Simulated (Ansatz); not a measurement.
Cost and result up the ladder for `CC(F)(F)C(F)(F)C(F)(F)C(F)(F)C(F)(F)C(F)(F)C(F)(F)C(F)(F)C(F)(F)C(F)(F)C(F)(F)C(C)(F)F` (44 atoms). Charge 0, multiplicity 1. Geometry: PBE-D4/def2-SVP.

Cartesian coordinates in Å:
```
C -1.996 -1.201 6.778
C -2.578 -1.327 5.389
F -2.787 -2.647 5.099
F -3.791 -0.695 5.311
C -1.682 -0.773 4.225
F -2.100 -1.321 3.058
F -0.398 -1.168 4.456
C -1.708 0.779 4.050
F -1.557 1.360 5.276
F -2.898 1.153 3.539
C -0.566 1.408 3.164
F -0.845 2.736 3.101
F 0.612 1.239 3.802
C -0.438 0.861 1.702
F -1.675 0.727 1.167
F 0.166 -0.351 1.755
C 0.393 1.806 0.769
F -0.352 2.888 0.460
F 1.500 2.210 1.444
C 0.931 1.173 -0.573
F 1.527 2.196 -1.236
F 1.866 0.247 -0.261
C -0.136 0.526 -1.510
F -0.537 -0.647 -0.969
F -1.203 1.362 -1.587
C 0.299 0.269 -3.005
F -0.748 -0.380 -3.573
F 0.459 1.468 -3.606
C 1.589 -0.583 -3.216
F 1.545 -1.643 -2.366
F 2.664 0.180 -2.909
C 1.807 -1.191 -4.649
F 0.873 -2.151 -4.857
F 3.031 -1.791 -4.596
C 1.803 -0.225 -5.871
C 2.265 -0.893 -7.146
F 2.605 0.841 -5.570
F 0.526 0.244 -6.025
H -1.036 -1.745 6.831
H -1.834 -0.141 7.042
H -2.715 -1.653 7.487
H 1.619 -1.762 -7.369
H 2.187 -0.157 -7.967
H 3.312 -1.228 -7.044
```

Ansatz on 2 threads of AMD EPYC 7R13 on a shared host and a share (18 GiB) of an NVIDIA H100 80GB HBM3. Times are rough, and most runs start from the orbitals of an earlier one. CAM-B3LYP-D4/def2-SVP serves as the yardstick here, not as an exact answer. Differences are given only for rows in sets of like size (and for xTB, whose basis is part of the method), since another set adds its own error. Binding counts from free atoms at the same level (C triplet, F doublet, H doublet; other spins of the atoms weren't run), without zero-point energy or a counterpoise term.

B3LYP takes the VWN-RPA correlation. Correlated methods freeze 38 core orbitals. The rows differ in basis, and correlated rows in double-zeta sets carry the largest basis error. Single mean-field runs in def2-SVP, def2-mTZVP are fitted with def2-universal-jkfit.

Correlated methods converge slowly with the basis, most of all in double-zeta sets.

| level | functions | wall time | binding energy per atom (eV) | difference from CAM-B3LYP-D4/def2-SVP (eV) |
| --- | --- | --- | --- | --- |
| HF/STO-3G | 196 | 4.4 s | 3.01 | – |
| B3LYP-D4/6-31G | 354 | 4.5 s | 4.10 | – |
| PBE0-D4/def2-SVP | 562 | 4.6 s | 4.60 | -0.02 |
| BHLYP-D4/def2-SVP | 562 | 4.6 s | 4.26 | -0.36 |
| HF/6-31G | 354 | 4.6 s | 2.47 | – |
| HF/def2-SVP | 562 | 5.5 s | 3.04 | -1.57 |
| PBE-D4/def2-SVP (with forces) | 562 | 5.5 s | 4.83 | 0.21 |
| CAM-B3LYP-D4/def2-SVP | 562 | 6.5 s | 4.61 | 0.00 |
| r2SCAN-D4/def2-mTZVP | 740 | 6.5 s | 4.44 | – |
| r2SCAN-D4/def2-SVP (with forces) | 562 | 7 s | 4.59 | -0.02 |
| MP2/def2-SVP | 562 | 8 s | 4.42 | -0.19 |
